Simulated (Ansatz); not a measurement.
Ansatz (an electronic-structure program) input (B3LYP/6-31G*):

Ansatz 0.2 input:
```yaml
crystal:
  periodic: [false, false, false]
  atoms:
    - {symbol: Al, position_ang: [-0.00000000, -0.00000000, -1.16086678]}
    - {symbol: Cl, position_ang: [0.00000000, 0.00000000, 0.88772166]}
basis:
  gaussian:
    orbitals: 6-31G*
hamiltonian:
  xc: {name: B3LYP}
total_charge: 1
magnetization: {spin_polarized: true, initial_magnetization: 1}
phonons: {temperatures: {t_min: 298.15, t_max: 298.15, t_step: 100}}
```

Question: Which harmonic wavenumbers does it give?

Answer: 567 cm⁻¹ (unscaled; negative means imaginary).
